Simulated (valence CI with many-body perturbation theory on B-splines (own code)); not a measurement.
## Tb LIX: E2, E3, M1, M2 decay

Level of theory: configuration interaction combined with many-body perturbation theory (CI+MBPT): five valence electrons over a frozen Dirac-Fock core [He], radial functions for each j: 11 s, 11 p, 10 d, 8 f, 5 g, 2 h, with the one-electron correlation potential Σ1 (screened to all orders), the two-electron term Σ2, the three-electron term Σ3, Breit, model QED; selected single and double excitations, second order for the rest, scaled by the run's own slope (own B-spline code, finite nucleus).

No measured spectrum was set against this ion. As an estimate, large intervals hold to a few tenths of a per cent, small ones and those within an open d or f shell to about a per cent. Among the levels kept, up to 7300 cm⁻¹ of a level comes from second order outside the variational space, and about a tenth of that is noise between levels of different J, which matters for small intervals.

Lines 1 to 50 of 93 in falling wavelength, among levels below 75358 × 10³ cm⁻¹, chosen from the decays that carry over 1 % of a level's rate. Wavelengths and rates use the calculated energies. Electric multipoles are in the length gauge, E1 and E2 with the static RPA response of the core. S is in atomic units (e²a₀⁴ for E2 and M2, e²a₀⁶ for E3), for M1 in squared Bohr magnetons. Weak lines are less certain than strong ones. Lines between different terms over intervals too small for the method are left out, as are lines whose strength nearly cancels.

Levels are named by their leading jj configuration (3d3/2^4 stands for four electrons in 3d with j = 3/2), which in mixed levels can hold well under half, so a name can repeat and another be missing. Letters in brackets count levels of one name in rising energy.

```
λ vac (Å)                               Upper                               Lower  Type   A (s⁻¹)  S (a.u.)
    16.32          (2s^2 2p1/2 2p3/2^2) J=3/2          (2s^2 2p1/2^2 2p3/2) J=3/2    M1  4.22e+09  2.72e+00
    16.28                (2s^2 2p3/2^3) J=3/2          (2s^2 2p1/2 2p3/2^2) J=1/2    M1  1.04e+09  6.67e-01
    16.19          (2s^2 2p3/2^2 3d5/2) J=9/2  (2s^2 2p1/2 2p3/2 3d5/2) J=7/2 [b]    M1  1.01e+09  1.59e+00
    15.85          (2s^2 2p1/2 2p3/2^2) J=5/2          (2s^2 2p1/2^2 2p3/2) J=3/2    M1  7.06e+08  6.26e-01
    15.85          (2s^2 2p1/2 2p3/2^2) J=5/2          (2s^2 2p1/2^2 2p3/2) J=3/2    E2  1.47e+07  7.89e-05
    15.72          (2s^2 2p3/2^2 3d5/2) J=9/2      (2s^2 2p1/2 2p3/2 3d5/2) J=9/2    M1  1.87e+09  2.70e+00
    15.43                (2s^2 2p3/2^3) J=3/2          (2s^2 2p1/2 2p3/2^2) J=5/2    M1  1.21e+09  6.59e-01
    15.35          (2s^2 2p3/2^2 3d5/2) J=9/2  (2s^2 2p1/2 2p3/2 3d5/2) J=7/2 [a]    M1  1.64e+09  2.20e+00
    15.04          (2s^2 2p1/2 2p3/2^2) J=1/2          (2s^2 2p1/2^2 2p3/2) J=3/2    M1  2.46e+09  6.22e-01
    15.01                (2s^2 2p3/2^3) J=3/2          (2s^2 2p1/2 2p3/2^2) J=3/2    M1  4.87e+09  2.44e+00
    2.019      (2s^2 2p1/2 2p3/2 3d5/2) J=9/2            (2s 2p1/2 2p3/2^3) J=5/2    E2  7.31e+08  2.19e-07
    1.826  (2s^2 2p1/2 2p3/2 3p1/2) J=3/2 [a]          (2s^2 2p1/2 2p3/2^2) J=1/2    E2  1.25e+11  9.06e-06
    1.822      (2s^2 2p1/2 2p3/2 3p1/2) J=5/2          (2s^2 2p1/2 2p3/2^2) J=1/2    E2  2.32e+11  2.49e-05
    1.816      (2s^2 2p1/2 2p3/2 3p1/2) J=1/2          (2s^2 2p1/2 2p3/2^2) J=5/2    E2  2.59e+11  9.11e-06
    1.813  (2s^2 2p1/2 2p3/2 3p1/2) J=3/2 [b]          (2s^2 2p1/2 2p3/2^2) J=1/2    E2  1.04e+11  7.25e-06
    1.813          (2s^2 2p1/2^2 3p1/2) J=1/2          (2s^2 2p1/2^2 2p3/2) J=3/2    E2  1.22e+12  4.28e-05
    1.811      (2s^2 2p1/2 2p3/2 3p1/2) J=5/2          (2s^2 2p1/2 2p3/2^2) J=5/2    E2  6.96e+11  7.26e-05
    1.810          (2s^2 2p3/2^2 3p1/2) J=3/2                (2s^2 2p3/2^3) J=3/2    E2  2.50e+11  1.74e-05
    1.810      (2s^2 2p1/2 2p3/2 3p1/2) J=1/2          (2s^2 2p1/2 2p3/2^2) J=3/2    E2  3.86e+11  1.34e-05
    1.810      (2s^2 2p1/2 2p3/2 3p1/2) J=1/2          (2s^2 2p1/2 2p3/2^2) J=3/2    M1  1.13e+10  4.96e-03
    1.809          (2s^2 2p3/2^2 3p1/2) J=5/2                (2s^2 2p3/2^3) J=3/2    E2  8.45e+11  8.78e-05
    1.808  (2s^2 2p1/2 2p3/2 3p1/2) J=3/2 [a]          (2s^2 2p1/2 2p3/2^2) J=3/2    E2  7.56e+11  5.22e-05
    1.805      (2s^2 2p1/2 2p3/2 3p1/2) J=5/2          (2s^2 2p1/2 2p3/2^2) J=3/2    E2  1.73e+11  1.77e-05
    1.802  (2s^2 2p1/2 2p3/2 3p1/2) J=3/2 [b]          (2s^2 2p1/2 2p3/2^2) J=5/2    E2  6.86e+11  4.66e-05
    1.796  (2s^2 2p1/2 2p3/2 3p1/2) J=3/2 [b]          (2s^2 2p1/2 2p3/2^2) J=3/2    E2  4.21e+10  2.81e-06
    1.796          (2s^2 2p3/2^2 3p1/2) J=1/2                (2s^2 2p3/2^3) J=3/2    E2  6.71e+11  2.24e-05
    1.789          (2s^2 2p3/2^2 3d5/2) J=9/2            (2s 2p1/2 2p3/2^3) J=5/2    E2  3.30e+09  5.41e-07
    1.767      (2s 2p1/2 2p3/2^2 3p3/2) J=9/2            (2s 2p1/2 2p3/2^3) J=5/2    E2  2.05e+11  3.15e-05
    1.759      (2s 2p1/2^2 2p3/2 3p3/2) J=7/2          (2s 2p1/2^2 2p3/2^2) J=5/2    E2  3.97e+11  4.78e-05
    1.757  (2s 2p1/2^2 2p3/2 3p3/2) J=1/2 [b]          (2s 2p1/2^2 2p3/2^2) J=3/2    E2  7.09e+11  2.12e-05
    1.757  (2s^2 2p1/2 2p3/2 3p3/2) J=5/2 [b]          (2s^2 2p1/2 2p3/2^2) J=1/2    E2  2.43e+11  2.18e-05
    1.757          (2s^2 2p3/2^2 3p3/2) J=5/2                (2s^2 2p3/2^3) J=3/2    E2  1.69e+11  1.51e-05
    1.756  (2s^2 2p1/2 2p3/2 3p3/2) J=5/2 [a]          (2s^2 2p1/2 2p3/2^2) J=5/2    E2  9.49e+10  8.48e-06
    1.755          (2s^2 2p3/2^2 3p3/2) J=7/2                (2s^2 2p3/2^3) J=3/2    E2  2.24e+11  2.66e-05
    1.754  (2s^2 2p1/2 2p3/2 3p3/2) J=3/2 [a]          (2s^2 2p1/2 2p3/2^2) J=5/2    E2  2.79e+11  1.65e-05
    1.752      (2s^2 2p1/2 2p3/2 3p3/2) J=7/2          (2s^2 2p1/2 2p3/2^2) J=5/2    E2  4.24e+11  5.01e-05
    1.751          (2s^2 2p1/2^2 3p3/2) J=3/2          (2s^2 2p1/2^2 2p3/2) J=3/2    E2  6.10e+11  3.59e-05
    1.750  (2s^2 2p1/2 2p3/2 3p3/2) J=5/2 [a]          (2s^2 2p1/2 2p3/2^2) J=3/2    E2  3.45e+11  3.03e-05
    1.749  (2s^2 2p1/2 2p3/2 3p3/2) J=3/2 [a]          (2s^2 2p1/2 2p3/2^2) J=3/2    E2  1.41e+11  8.26e-06
    1.747      (2s^2 2p1/2 2p3/2 3p3/2) J=7/2          (2s^2 2p1/2 2p3/2^2) J=3/2    E2  4.86e+10  5.65e-06
    1.744      (2s^2 2p3/2^2 3p3/2) J=3/2 [a]                (2s^2 2p3/2^3) J=3/2    E2  7.47e+11  4.31e-05
    1.741  (2s^2 2p1/2 2p3/2 3p3/2) J=1/2 [b]          (2s^2 2p1/2 2p3/2^2) J=5/2    E2  8.25e+11  2.36e-05
    1.736  (2s^2 2p1/2 2p3/2 3p3/2) J=1/2 [b]          (2s^2 2p1/2 2p3/2^2) J=3/2    E2  3.12e+11  8.77e-06
    1.735  (2s 2p1/2^2 2p3/2 3p3/2) J=1/2 [b]          (2s 2p1/2^2 2p3/2^2) J=5/2    E2  2.24e+11  6.28e-06
    1.731  (2s 2p1/2 2p3/2^2 3d5/2) J=9/2 [b]            (2s 2p1/2 2p3/2^3) J=5/2    M2  3.78e+10  5.24e-06
    1.725      (2s 2p1/2^2 2p3/2 3d5/2) J=9/2          (2s 2p1/2^2 2p3/2^2) J=5/2    M2  2.51e+10  3.42e-06
    1.725      (2s 2p1/2^2 2p3/2 3d5/2) J=9/2          (2s 2p1/2^2 2p3/2^2) J=5/2    E3  1.47e+09  2.12e-06
    1.720          (2s^2 2p3/2^2 3d5/2) J=7/2                (2s^2 2p3/2^3) J=3/2    M2  4.27e+10  4.59e-06
    1.720          (2s^2 2p3/2^2 3d5/2) J=9/2                (2s^2 2p3/2^3) J=3/2    E3  1.02e+09  1.45e-06
    1.716      (2s^2 2p1/2 2p3/2 3d5/2) J=9/2          (2s^2 2p1/2 2p3/2^2) J=5/2    M2  2.48e+10  3.30e-06
```
